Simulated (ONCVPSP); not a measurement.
**Before and after: ONCV potential for S (Z = 16)**

ONCVPSP 4.0.1 input, shortened (lines: element, Z, core and valence counts, functional; n l f; lmax; l rc ep ncon nbas qcut; lloc lpopt rc5 dvloc0; l nproj debl; icmod fcfact rcfact), BLYP, non-relativistic:

```
  S 16.00    1    4  -106131      upf
    1    0    2.00
    2    0    2.00
    2    1    6.00
    3    0    1.75
    3    1    4.25
    1
    0    0.80    0.00    4    7   13.00
    1    0.95    0.00    3    8   16.80
    4    5    0.60    0.00
    0    3    1.20
    1    2    1.30
    3    4.00    1.60
```

Change: all radii but the core radius scaled by about 1.13 (s 0.90, p 1.08 bohr); local potential polynomial inside 0.68 bohr (lpopt 5, dvloc0 0 Ha).

Cutoffs: the cutoffs (Ha) at which the residual kinetic energy of the hardest occupied pseudo-wave falls to 1 and 0.1 mHa per electron; they do not see the model core or the augmentation charge, which bear on the density cutoff. Errors are all-electron minus pseudo energies relative to the spin-unpolarised reference configuration.

What does the change do?

The potential gets softer (103 Ha and 116 Ha → 93 Ha and 106 Ha); the bound ghost in s disappears; of the 4 tests that both files solve, the error grows in 1 and shrinks in 0 by more than 15 % and 0.3 meV (median size 2.2 → 2.5 meV). A larger radius leaves more room for a smooth pseudo-wave, so fewer plane waves are needed.

```tsv
quantity	base	changed
cutoff, loose	103 Ha	93 Ha
cutoff, tight	116 Ha	106 Ha
loose cutoff by channel	s 41 Ha, p 103 Ha	s 46 Ha, p 93 Ha
bound ghosts	s	none
GHOST(+) flags under 300 eV	none	none
error for 2s2 2p6 3s2 3p4, meV [ΔE -2.53 eV]	-0.1	-0.1
error for 2s2 2p6 3s2 3p3, meV [ΔE 9.10 eV]	+0.5	+0.7
error for 2s2 2p6 3s2 3p2, meV [ΔE 31.25 eV]	+3.9	+4.3
error for 2s2 2p5 3s2 3p4, meV [ΔE 171.24 eV]	+1219	+1556
rms error of d²Exc/dni dnj with the model core, mHa	2.46	2.36
```

 A true bound ghost makes a file unfit for plane-wave use even where its test errors are small: the radial tests pick states by their node count and pass the ghost by.
